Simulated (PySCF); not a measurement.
## Calculated properties of `COCc1ncc[nH]1`

Compound: C5H8N2O.
Numbering: `[CH3:1][O:2][CH2:3][c:4]1[n:5][cH:6][cH:7][nH:8]1` (hydrogens: H9, H10, H11 on C1; H12, H13 on C3; H14 on C6; H15 on C7; H16 on N8)

Structure used (GFN2-xTB), in Å, numbered top down from 1:
```
atom  x, y, z in Å
C1     2.847    0.047   -0.279
O2     1.468    0.304   -0.340
C3     0.703   -0.637    0.380
C4    -0.739   -0.280    0.257
N5    -1.743   -0.922    0.794
C6    -2.860   -0.242    0.418
C7    -2.522    0.828   -0.357
N8    -1.159    0.794   -0.454
H9     3.089   -0.933   -0.706
H10    3.335    0.828   -0.860
H11    3.212    0.079    0.755
H12    0.993   -0.643    1.443
H13    0.867   -1.654   -0.011
H14   -3.830   -0.569    0.734
H15   -3.113    1.582   -0.834
H16   -0.555    1.428   -0.950
```

Some functional groups and rings: pyridine-type ring nitrogen, pyrrole-type ring nitrogen and ether.

From GFN2-xTB geometry:

```yaml
Point_group_of_the_GFN2-xTB_geometry: Cs
Rotational_constants_A_B_C_of_the_GFN2-xTB_geometry: 7.153, 1.185, 1.030 GHz
```

CAM-B3LYP/def2-SVPD ground state and vertical TDDFT (core frozen in the response) (PySCF):

```yaml
Dipole_moment: 3.25 D
HOMO_energy: -7.67 eV
LUMO_energy: 1.17 eV
HOMO–LUMO_gap: 8.84 eV
Lowest_singlet_excitation: 6.18 eV (200 nm, f = 0.009)
Strongest_line_among_the_8_lowest_singlet_transitions: S2 at 6.61 eV (188 nm, f = 0.240)
Lowest_triplet_excitation_Tamm–Dancoff: 4.58 eV
Static_isotropic_polarisability: 75.9 au
Electronic_spatial_extent_⟨r²⟩_about_the_centre_of_nuclear_charge: 1122 bohr²
```

Monoisotopic mass (most abundant isotopes): 112.0637 u.

With B = h/(8π²I), that is 505.379 GHz u Å² over I, the principal moments of inertia are 70.7, 426.4 and 490.7 u Å² (most abundant isotopes). No computed singlet falls in the visible range (750 to 380 nm, 1.65 to 3.26 eV); S1 lies 2.92 eV above its blue end. The polarisability is 11.25 Å³ as a volume (1 au = 0.148185 Å³), or 1.27 au for each of the 60 electrons. The dipole matches unit charges of opposite sign 0.68 Å apart (1 e·Å = 4.8032 D).

Geometry: GFN2-xTB, one conformer, isolated molecule.
